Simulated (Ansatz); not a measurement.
The cluster PbS2. Total charge 0; singlet. Geometry PBE-D4/def2-TZVPD, that of the charge -1 doublet.

```xyz
3

Pb    0.5103    0.3608   -0.3473
S    -0.1398    1.2461    1.8251
S    -0.3705   -1.6069   -1.4778
```

In the def2 sets Pb takes a core potential; there is no spin–orbit coupling. The restricted singlet is unstable towards broken spin symmetry in Hartree–Fock (as tested in another run); at PBE-D4/def2-TZVPD, r2SCAN-D4/def2-TZVPD, PBE0-D4/def2-TZVPD this wasn't settled. The order of the spin states hangs on the level: the triplet lies 0.10 eV below the singlet at PBE0-D4/def2-TZVPD, but 0.10 eV above it at PBE-D4/def2-TZVPD. The singlet is doubtful at PBE0-D4/def2-TZVPD (restricted singlet with a triplet 0.10 eV lower at the same geometry). The structure comes from a short search, and lower isomers may exist.

(1) Estimate the orbital energies around the gap (eV) in Ansatz with PBE-D4/def2-TZVPD, r2SCAN-D4/def2-TZVPD, PBE0-D4/def2-TZVPD.

## Answers

(1) 
```json
{"orbital": "HOMO−5", "PBE-D4/def2-TZVPD": "-12.72", "r2SCAN-D4/def2-TZVPD": "-13.09", "PBE0-D4/def2-TZVPD": "-14.05"}
{"orbital": "HOMO−4", "PBE-D4/def2-TZVPD": "-8.24", "r2SCAN-D4/def2-TZVPD": "-8.50", "PBE0-D4/def2-TZVPD": "-9.05"}
{"orbital": "HOMO−3", "PBE-D4/def2-TZVPD": "-7.00", "r2SCAN-D4/def2-TZVPD": "-7.26", "PBE0-D4/def2-TZVPD": "-8.13"}
{"orbital": "HOMO−2", "PBE-D4/def2-TZVPD": "-6.91", "r2SCAN-D4/def2-TZVPD": "-7.16", "PBE0-D4/def2-TZVPD": "-8.04"}
{"orbital": "HOMO−1", "PBE-D4/def2-TZVPD": "-6.28", "r2SCAN-D4/def2-TZVPD": "-6.52", "PBE0-D4/def2-TZVPD": "-7.36"}
{"orbital": "HOMO", "PBE-D4/def2-TZVPD": "-6.24", "r2SCAN-D4/def2-TZVPD": "-6.47", "PBE0-D4/def2-TZVPD": "-7.27"}
{"orbital": "LUMO", "PBE-D4/def2-TZVPD": "-5.85", "r2SCAN-D4/def2-TZVPD": "-5.92", "PBE0-D4/def2-TZVPD": "-5.24"}
{"orbital": "LUMO+1", "PBE-D4/def2-TZVPD": "-3.42", "r2SCAN-D4/def2-TZVPD": "-3.32", "PBE0-D4/def2-TZVPD": "-2.84"}
{"orbital": "LUMO+2", "PBE-D4/def2-TZVPD": "-2.05", "r2SCAN-D4/def2-TZVPD": "-1.78", "PBE0-D4/def2-TZVPD": "-1.36"}
{"orbital": "LUMO+3", "PBE-D4/def2-TZVPD": "-0.56", "r2SCAN-D4/def2-TZVPD": "-0.11", "PBE0-D4/def2-TZVPD": "0.02"}
{"orbital": "LUMO+4", "PBE-D4/def2-TZVPD": "-0.41", "r2SCAN-D4/def2-TZVPD": "0.16", "PBE0-D4/def2-TZVPD": "0.10"}
{"orbital": "LUMO+5", "PBE-D4/def2-TZVPD": "0.73", "r2SCAN-D4/def2-TZVPD": "1.28", "PBE0-D4/def2-TZVPD": "1.10"}
```
